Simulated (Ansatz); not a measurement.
C$_{2}$H$_{10}$N$_{2}$Zr, SMILES `[CH3][Zr]([CH3])([NH2])[NH2]`, relaxed with RKS PBE-D4/def2-SVP in the Gaussian-basis code of Ansatz from a rough embedded geometry. The force threshold is 0.03 eV/Å; the program also tests the step.

The species carries charge 0 and has multiplicity 1. Zr takes the def2 core potential.

Start:

```xyz
15

C    -0.176    0.290   -1.647
Zr    0.163    0.082    0.086
C    -0.508   -1.494    0.650
N    -0.885    1.515    0.976
N     1.874    0.222    0.594
H     0.280    1.322   -1.986
H     0.441   -0.479   -2.161
H    -1.188    0.256   -1.948
H    -1.622   -1.533    0.429
H    -0.420   -1.527    1.785
H     0.021   -2.308    0.197
H    -1.926    1.406    0.791
H    -0.672    1.468    1.883
H     2.181    1.221    0.310
H     2.438   -0.440    0.041
```

```json
{"step": "1", "energy (eV)": "-6482.0454", "largest force (eV/Å)": "13.510", "largest move (Å)": "0.000"}
{"step": "2", "energy (eV)": "-6487.6908", "largest force (eV/Å)": "3.106", "largest move (Å)": "0.199"}
{"step": "3", "energy (eV)": "-6488.7174", "largest force (eV/Å)": "0.468", "largest move (Å)": "0.195"}
{"step": "4", "energy (eV)": "-6489.0288", "largest force (eV/Å)": "1.095", "largest move (Å)": "0.195"}
{"step": "5", "energy (eV)": "-6489.1837", "largest force (eV/Å)": "0.324", "largest move (Å)": "0.200"}
{"step": "6", "energy (eV)": "-6489.2138", "largest force (eV/Å)": "0.127", "largest move (Å)": "0.200"}
{"step": "7", "energy (eV)": "-6489.2210", "largest force (eV/Å)": "0.094", "largest move (Å)": "0.103"}
{"step": "8 (rejected)", "energy (eV)": "-6489.2155", "largest force (eV/Å)": "0.627", "largest move (Å)": "0.195"}
{"step": "9", "energy (eV)": "-6489.2280", "largest force (eV/Å)": "0.077", "largest move (Å)": "0.098"}
{"step": "10", "energy (eV)": "-6489.2345", "largest force (eV/Å)": "0.267", "largest move (Å)": "0.100"}
{"step": "11", "energy (eV)": "-6489.2372", "largest force (eV/Å)": "0.609", "largest move (Å)": "0.147"}
{"step": "12", "energy (eV)": "-6489.2546", "largest force (eV/Å)": "0.183", "largest move (Å)": "0.200"}
{"step": "13 (rejected)", "energy (eV)": "-6489.2473", "largest force (eV/Å)": "0.247", "largest move (Å)": "0.200"}
{"step": "14", "energy (eV)": "-6489.2645", "largest force (eV/Å)": "0.076", "largest move (Å)": "0.100"}
{"step": "15", "energy (eV)": "-6489.2683", "largest force (eV/Å)": "0.105", "largest move (Å)": "0.100"}
{"step": "16 (rejected)", "energy (eV)": "-6489.2634", "largest force (eV/Å)": "0.300", "largest move (Å)": "0.128"}
{"step": "17", "energy (eV)": "-6489.2713", "largest force (eV/Å)": "0.097", "largest move (Å)": "0.063"}
{"step": "18", "energy (eV)": "-6489.2720", "largest force (eV/Å)": "0.283", "largest move (Å)": "0.073"}
{"step": "19", "energy (eV)": "-6489.2739", "largest force (eV/Å)": "0.157", "largest move (Å)": "0.110"}
{"step": "20", "energy (eV)": "-6489.2760", "largest force (eV/Å)": "0.046", "largest move (Å)": "0.039"}
{"step": "21", "energy (eV)": "-6489.2760", "largest force (eV/Å)": "0.042", "largest move (Å)": "0.077"}
{"step": "22", "energy (eV)": "-6489.2781", "largest force (eV/Å)": "0.068", "largest move (Å)": "0.051"}
{"step": "23", "energy (eV)": "-6489.2787", "largest force (eV/Å)": "0.100", "largest move (Å)": "0.063"}
{"step": "24", "energy (eV)": "-6489.2792", "largest force (eV/Å)": "0.049", "largest move (Å)": "0.039"}
{"step": "25 (rejected)", "energy (eV)": "-6489.2777", "largest force (eV/Å)": "0.062", "largest move (Å)": "0.082"}
{"step": "26", "energy (eV)": "-6489.2800", "largest force (eV/Å)": "0.007", "largest move (Å)": "0.041"}
```

End:

```xyz
15

C    -0.280    0.446   -2.024
Zr    0.162    0.150    0.155
C    -0.595   -1.884    0.721
N    -0.962    1.513    1.173
N     2.143    0.403    0.572
H     0.176    1.372   -2.442
H     0.130   -0.415   -2.604
H    -1.371    0.496   -2.242
H    -1.702   -1.967    0.633
H    -0.331   -2.180    1.761
H    -0.155   -2.649    0.038
H    -1.987    1.522    1.081
H    -0.700    2.265    1.819
H     2.790    1.021    0.066
H     2.683   -0.094    1.292
```

Hardware: 4 threads of an Arm Neoverse N1 on a shared host. Wall time 86 s, peak host memory 0.2 GiB.
